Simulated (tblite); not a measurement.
Species: C₅H₂ClN.
Atom-mapped SMILES: `[CH2:1]=[C:2]1[C:3]([Cl:4])=[C:5]1[C:6]#[N:7]` (hydrogens: H8, H9 on C1)

Computed with GFN2-xTB (tblite), gas phase: Langevin dynamics at 200 K from the optimised GFN2-xTB geometry, time step 0.5 fs, friction 0.01 fs⁻¹, 2000 steps. Over the second half of the run the saved frames average 209 K.

The optimised geometry, where the run starts:
```
atom  x, y, z in Å
C1     -0.794   -1.281   -0.996
C2     -0.387   -0.207   -0.366
C3     -0.438    1.178   -0.005
Cl4    -1.183    2.660   -0.158
C5      0.550    0.469    0.563
C6      1.642    0.381    1.390
N7      2.560    0.283    2.077
H8     -1.645   -1.251   -1.653
H9     -0.292   -2.225   -0.876
```

t = 100 fs, T = 161 K, E(pot) 0.143 eV above the start
```
atom  x, y, z in Å  |  force x, y, z in eV/Å
C1     -1.150   -1.316   -0.726    0.628   0.168  -0.204
C2     -0.559   -0.264   -0.215   -0.634   0.058  -0.609
C3     -0.436    1.154   -0.028   -0.551   0.470   0.131
Cl4    -1.112    2.682   -0.209    0.233  -0.269  -0.058
C5      0.449    0.393    0.623    0.345  -0.025   0.117
C6      1.559    0.241    1.415   -2.185   0.356  -1.468
N7      2.457    0.068    2.076    2.362  -0.400   1.692
H8     -1.890   -1.331   -1.490   -0.524   0.531  -0.030
H9     -0.707   -2.264   -0.593    0.327  -0.889   0.428
```

t = 150 fs, T = 228 K, E(pot) 0.188 eV above the start
```
atom  x, y, z in Å  |  force x, y, z in eV/Å
C1     -1.285   -1.315   -0.787    0.781  -0.546   0.323
C2     -0.654   -0.323   -0.179   -0.190  -0.769  -0.593
C3     -0.474    1.081    0.041   -0.590   0.482  -0.411
Cl4    -1.046    2.619   -0.360    0.280  -0.455   0.296
C5      0.456    0.285    0.583   -0.337  -0.098   0.322
C6      1.512    0.134    1.425    2.293   0.111   0.614
N7      2.524    0.076    2.004   -1.617  -0.062  -0.589
H8     -2.171   -1.039   -1.317   -0.245  -0.213  -0.286
H9     -0.969   -2.396   -0.813   -0.377   1.550   0.324
```

t = 200 fs, T = 251 K, E(pot) 0.099 eV above the start
```
atom  x, y, z in Å  |  force x, y, z in eV/Å
C1     -1.218   -1.356   -0.764    0.860  -0.132   1.153
C2     -0.601   -0.341   -0.182   -0.487  -0.927  -0.694
C3     -0.413    1.046    0.002    0.279   0.076   0.084
Cl4    -0.950    2.543   -0.417   -0.118   0.583   0.019
C5      0.531    0.258    0.556   -0.176   0.416   0.192
C6      1.615    0.160    1.388    0.386  -0.389  -0.009
N7      2.537   -0.004    2.063   -0.278   0.164  -0.127
H8     -2.170   -1.235   -1.222   -0.143   0.015  -0.345
H9     -0.833   -2.353   -0.560   -0.323   0.194  -0.274
```

t = 400 fs, T = 209 K, E(pot) 0.183 eV above the start
```
atom  x, y, z in Å  |  force x, y, z in eV/Å
C1     -1.368   -1.559   -0.523   -0.418   1.691   0.098
C2     -0.710   -0.458   -0.184    0.513  -1.654   0.006
C3     -0.404    0.891   -0.077    0.252   2.101  -0.053
Cl4    -0.764    2.541   -0.329   -0.143  -0.644   0.001
C5      0.598    0.140    0.389   -1.075  -0.552  -0.110
C6      1.724   -0.036    1.129    1.487  -0.689   0.681
N7      2.680   -0.292    1.744   -1.235   0.471  -0.751
H8     -2.374   -1.414   -0.934    0.555  -0.373   0.094
H9     -0.993   -2.531   -0.323    0.066  -0.351   0.034
```

t = 500 fs, T = 245 K, E(pot) 0.167 eV above the start
```
atom  x, y, z in Å  |  force x, y, z in eV/Å
C1     -1.470   -1.342   -0.680    1.808  -0.273   1.529
C2     -0.767   -0.356   -0.186    0.906   0.871   0.629
C3     -0.435    1.039   -0.022    0.071  -0.682  -0.220
Cl4    -0.750    2.591   -0.487   -0.115   0.465   0.001
C5      0.417    0.197    0.578    0.241  -0.903  -0.133
C6      1.615   -0.142    1.195    0.858  -0.012   0.766
N7      2.608   -0.424    1.739   -1.685   0.421  -0.989
H8     -2.301   -1.115   -1.214   -2.141   0.307  -1.448
H9     -1.251   -2.357   -0.417    0.058  -0.193  -0.135
```

t = 700 fs, T = 180 K, E(pot) 0.179 eV above the start
```
atom  x, y, z in Å  |  force x, y, z in eV/Å
C1     -1.913   -0.959    0.015   -1.329  -1.122  -0.265
C2     -1.000   -0.067    0.269    0.774   0.111   0.092
C3     -0.321    1.193    0.216    0.289  -0.650  -0.280
Cl4    -0.384    2.749   -0.425    0.125  -0.365   0.326
C5      0.395    0.171    0.764   -1.735   1.392  -0.880
C6      1.473   -0.270    1.428    1.704  -0.709   1.694
N7      2.325   -0.645    2.126   -0.753   0.326  -0.916
H8     -2.824   -0.719   -0.585    0.886  -0.164   0.796
H9     -1.853   -2.004    0.413    0.040   1.182  -0.567
```

t = 750 fs, T = 109 K, E(pot) 0.204 eV above the start
```
atom  x, y, z in Å  |  force x, y, z in eV/Å
C1     -2.072   -0.752    0.094    0.802   0.548  -0.155
C2     -1.006   -0.035    0.329   -0.271   0.398   0.241
C3     -0.336    1.234    0.230   -0.296   0.843  -0.706
Cl4    -0.335    2.790   -0.443    0.085  -0.624   0.304
C5      0.232    0.333    1.029    0.666  -0.222   0.233
C6      1.379   -0.161    1.601   -0.521  -0.028  -0.153
N7      2.319   -0.719    1.943    0.575  -0.127   0.373
H8     -2.706   -0.408   -0.663   -1.038   0.428  -0.683
H9     -2.263   -1.700    0.478   -0.002  -1.214   0.546
```

t = 1000 fs
```
atom  x, y, z in Å
C1     -2.591   -0.116    0.611
C2     -1.394    0.415    0.539
C3     -0.648    1.577    0.307
Cl4    -0.555    3.154   -0.222
C5      0.019    0.474    0.722
C6      1.202   -0.105    1.068
N7      2.283   -0.525    1.136
H8     -3.481    0.343    0.168
H9     -2.751   -1.188    0.872
```

Task: Estimate the potential energy and the forces of this last frame.

Result: 0.235 eV above the start.

```tsv
atom	Fx (eV/Å)	Fy (eV/Å)	Fz (eV/Å)
C1	-0.801	-1.546	-0.398
C2	-2.845	-0.728	-0.014
C3	1.111	0.870	-0.354
Cl4	0.019	-0.089	0.084
C5	1.060	0.474	0.458
C6	1.658	-0.385	-0.443
N7	-1.142	0.268	0.279
H8	0.621	0.077	0.469
H9	0.319	1.058	-0.080
```

The bond farthest from its length at the start is C2–C5 (1.426 against 1.483 Å), and half the difference of its two atoms' forces along it is +1.99 eV/Å (positive lengthens). The largest atomic force is 2.94 eV/Å.

What follows is the cost of the whole dynamics run. Hardware: an Arm Neoverse V2 with one thread, no GPU, shared host with 32 logical CPUs at a one-minute load of 12. Cost: 7.5 s wall, 0.18 GiB resident at most.
